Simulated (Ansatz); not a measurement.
`CC(=S)[SiH2]O`, charge 0, multiplicity 1.

Question: Give a relaxed structure at PBE0-D4/def2-TZVP (Ansatz 0.2.0). (Estimate.)

Answer: Ansatz gave: 
Cartesian coordinates in Å:
```
C 1.630 -0.432 -0.249
C 0.208 -0.576 0.164
S -0.394 -1.930 0.824
Si -0.996 0.870 -0.077
O -2.467 0.418 0.471
H 1.683 -0.179 -1.314
H 2.207 -1.338 -0.060
H 2.086 0.410 0.284
H -1.032 1.206 -1.525
H -0.472 2.042 0.673
H -2.453 -0.491 0.808
```
Point group Cs.
This is one stationary point; other conformers may exist.
